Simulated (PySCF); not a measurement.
## Manganese: a sound run and one with changed settings

Sound run: Mn [Ar] 3d5 4s2, Mn+ [Ar] 3d5 4s1. Computed with PySCF 2.14 in Sapporo-DKH3-DZP-2012 (6s5p3d1f, 43 functions), with scalar relativity by spin-free X2C-1e. The sound run starts from symmetry-adapted Hartree-Fock orbitals and uses a fine grid where one is needed.

A second run was set up differently.

| species | method | sound run (hartree) | changed run (hartree) | converged |
| --- | --- | --- | --- | --- |
| Mn | UHF | -1157.35734 | -1157.22155 | no |
| Mn | B3LYP | -1158.55752 | -1158.46918 | no |
| Mn | MN15 | -1159.15659 | -1159.07666 | no |
| Mn+ | UHF | -1157.13496 | -1157.13323 | no |
| Mn+ | B3LYP | -1158.27657 | -1158.26819 | no |
| Mn+ | MN15 | -1158.88050 | -1158.87246 | no |

**Question.** What was changed?
A. level shift left on
B. minimal basis
C. angular grid far too coarse
D. too few SCF iterations

**Answer.** A. It used initial guess 1e, at most 50 SCF cycles, level shift 10.0 hartree. A level shift slows the SCF but leaves a converged energy unchanged.
